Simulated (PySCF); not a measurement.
PySCF 2.14 output of an unrestricted r2SCAN calculation on a single atom or ion in aug-cc-pwCVTZ-DK (10s9p7d4f3g, 127 functions), with the spin-free X2C one-electron Hamiltonian (Gaussian nucleus):

```
SCF conv_tol = 1e-09
number electrons alpha = 15  beta = 14
    J. W. Furness, A. D. Kaplan, J. Ning, J. P. Perdew, and J. Sun.,  J. Phys. Chem. Lett. 11, 8208-8215 (2020)
    J. W. Furness, A. D. Kaplan, J. Ning, J. P. Perdew, and J. Sun.,  J. Phys. Chem. Lett. 11, 9248-9248 (2020)
    J. W. Furness, A. D. Kaplan, J. Ning, J. P. Perdew, and J. Sun.,  J. Phys. Chem. Lett. 11, 8208-8215 (2020)
    J. W. Furness, A. D. Kaplan, J. Ning, J. P. Perdew, and J. Sun.,  J. Phys. Chem. Lett. 11, 9248-9248 (2020)
cycle= 1 E= -1654.49190055406  delta_E= 0.0865  |g|= 0.772  |ddm|=    1
cycle= 2 E= -1653.9195334271  delta_E= 0.572  |g|= 2.27  |ddm|= 1.23
cycle= 3 E= -1654.56334033867  delta_E= -0.644  |g|= 0.471  |ddm|= 0.558
cycle= 4 E= -1654.60469234203  delta_E= -0.0414  |g|= 0.0164  |ddm|= 0.317
cycle= 5 E= -1654.60483196743  delta_E= -0.00014  |g|= 0.00668  |ddm|= 0.0525
cycle= 6 E= -1654.60485267278  delta_E= -2.07e-05  |g|= 0.003  |ddm|= 0.0185
cycle= 7 E= -1654.6048553896  delta_E= -2.72e-06  |g|= 0.000299  |ddm|= 0.00503
cycle= 8 E= -1654.60485543167  delta_E= -4.21e-08  |g|= 0.000183  |ddm|= 0.00115
cycle= 9 E= -1654.60485543692  delta_E= -5.26e-09  |g|= 9.44e-05  |ddm|= 0.000204
cycle= 10 E= -1654.60485543848  delta_E= -1.56e-09  |g|= 2.02e-05  |ddm|= 6.2e-05
cycle= 11 E= -1654.60485543856  delta_E= -7.91e-11  |g|= 1.48e-06  |ddm|= 2.44e-05
converged SCF energy = -1654.60485543856  <S^2> = 0.92230091  2S+1 = 2.1654569
```

The run itself started from symmetry-adapted Hartree-Fock orbitals and held the occupation by maximum overlap, on a logarithmic radial grid, so the iterations belong to that start.

Which element, charge and spin multiplicity is this?

Cu (copper, neutral), multiplicity 2; the state was [Ar] 3d10 4p1, 2P determinant (an excited configuration).

⟨S²⟩ = 0.92 against 0.75 shows spin contamination.
